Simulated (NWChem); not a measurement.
Species: SiHCl2, doublet; SMILES Cl[SiH]Cl

Results from NWChem. Spin-unrestricted. In the optimisation the excess spin sits in a' (Cs, its own frame). The geometry was optimised at PBE0/def2-SVP, spin-unrestricted. No stability test was run on the SCF state.

Q: Taking UHF/cc-pVQZ as the yardstick, which of these has the fewest basis functions while keeping “dipole (D)” within 0.2 D of it: UHF/cc-pVDZ; UHF/cc-pVTZ; UHF/aug-cc-pVTZ; UHF/aug-cc-pVDZ?

A: UHF/aug-cc-pVDZ.
```
level            basis functions  dipole (D)  relative time (rough)
---------------  ---------------  ----------  ---------------------
UHF/cc-pVDZ                   59        1.66                      1
UHF/aug-cc-pVDZ               90        1.47                      2
UHF/cc-pVTZ                  116        1.40                      3
UHF/aug-cc-pVTZ              173        1.38                      4
UHF/cc-pVQZ                  207        1.37                      5
```

The yardstick is one finite set, not the basis-set limit.
